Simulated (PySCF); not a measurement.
**Electric field gradients and quadrupole coupling constants**

C6H11N3S.
Numbering: `[CH3:1][CH2:2][n:3]1[n:4][n:5][c:6]([S:7][CH3:8])[c:9]1[CH3:10]` (hydrogens: H11, H12, H13 on C1; H14, H15 on C2; H16, H17, H18 on C8; H19, H20, H21 on C10)

Cartesian coordinates in Å at the GFN2-xTB level; atoms count from 1:
```
atom  x, y, z in Å
C1    -2.937    0.511    0.560
C2    -2.220   -0.158   -0.609
N3    -0.803    0.069   -0.558
N4    -0.243    1.033   -1.279
N5     1.017    1.057   -1.045
C6     1.309    0.093   -0.150
S7     2.920   -0.222    0.444
C8     3.813    1.030   -0.514
C9     0.136   -0.569    0.186
C10   -0.115   -1.702    1.104
H11   -2.602    0.097    1.508
H12   -2.737    1.579    0.556
H13   -4.008    0.354    0.473
H14   -2.568    0.266   -1.554
H15   -2.408   -1.236   -0.607
H16    3.665    0.837   -1.572
H17    4.861    0.941   -0.245
H18    3.428    2.011   -0.256
H19   -0.620   -1.367    2.010
H20    0.838   -2.144    1.385
H21   -0.735   -2.461    0.625
```

Field gradients from the PBE0/pcSseg-1 density (PySCF, non-relativistic), principal values in atomic units, ordered |Vxx| ≤ |Vyy| ≤ |Vzz|:

```
atom     Vxx     Vyy      Vzz
  N3  0.1982  0.3990  -0.5972
  N4  0.1184  0.8591  -0.9775
  N5  0.4016  0.6251  -1.0267
  S7  0.4158  2.4687  -2.8845
```

Find the asymmetry η = (Vxx − Vyy)/Vzz and the couplings χ = eQV/h (234.96 MHz × Q in barn × V in au), with Q(14N) = 0.02044 b, Q(33S) = −0.0678 b.

```json
{"atom": "N3", "environment": "pyrrole-type nitrogen", "nucleus": "14N", "η": "0.34", "χzz (MHz)": "-2.868", "χxx (MHz)": "0.952", "χyy (MHz)": "1.916"}
{"atom": "N4", "environment": "pyridine-type nitrogen", "nucleus": "14N", "η": "0.76", "χzz (MHz)": "-4.695", "χxx (MHz)": "0.568", "χyy (MHz)": "4.126"}
{"atom": "N5", "environment": "pyridine-type nitrogen", "nucleus": "14N", "η": "0.22", "χzz (MHz)": "-4.931", "χxx (MHz)": "1.929", "χyy (MHz)": "3.002"}
{"atom": "S7", "environment": "sulfide sulfur", "nucleus": "33S", "η": "0.71", "χzz (MHz)": "45.95", "χxx (MHz)": "-6.62", "χyy (MHz)": "-39.33"}
```

The tensor is traceless: Vxx + Vyy + Vzz = 0.

What is Vzz at N3 in SI units (1 au = 9.71736 × 10²¹ V/m²)?

-0.5972 au = -5.803 × 10²¹ V/m².

And the gradient at the other heavy atoms, for which no coupling is worked out here?

```
atom                   environment  Vzz (au)     η
  C1                 methyl carbon     0.092  0.28
  C2  sp3 carbon bound to nitrogen     0.331  0.28
  C6   substituted aromatic carbon    -0.099  0.17
  C8               S-methyl carbon     0.324  0.12
  C9   substituted aromatic carbon    -0.185  0.62
 C10          benzylic-type carbon     0.098  0.33
```

What couplings would deuterons (Q(2H) = 0.00286 b) have in place of the hydrogens, at this geometry?

| atom | bonded to | bond length (Å) | Vzz (au) | η | χzz (kHz) |
| --- | --- | --- | --- | --- | --- |
| H11 | C1 | 1.087 | 0.3144 | 0.03 | 211 |
| H12 | C1 | 1.087 | 0.3113 | 0.02 | 209 |
| H13 | C1 | 1.086 | 0.3165 | 0.03 | 213 |
| H14 | C2 | 1.092 | 0.2924 | 0.05 | 196 |
| H15 | C2 | 1.094 | 0.2936 | 0.07 | 197 |
| H16 | C8 | 1.085 | 0.3134 | 0.05 | 211 |
| H17 | C8 | 1.085 | 0.3170 | 0.05 | 213 |
| H18 | C8 | 1.085 | 0.3135 | 0.05 | 211 |
| H19 | C10 | 1.090 | 0.3082 | 0.02 | 207 |
| H20 | C10 | 1.087 | 0.3103 | 0.04 | 209 |
| H21 | C10 | 1.090 | 0.3091 | 0.03 | 208 |

Geometry: GFN2-xTB, one conformer, isolated molecule. GFN2-xTB bond lengths can be off by several hundredths of an ångström, more for odd bonds, and the gradients follow them. The basis is small and wasn't made for field gradients, so the couplings can be 20 % off.

The run behind these numbers computed NMR shieldings as well. The run took 75 s of wall time on Arm Neoverse V1, one thread, shared host.
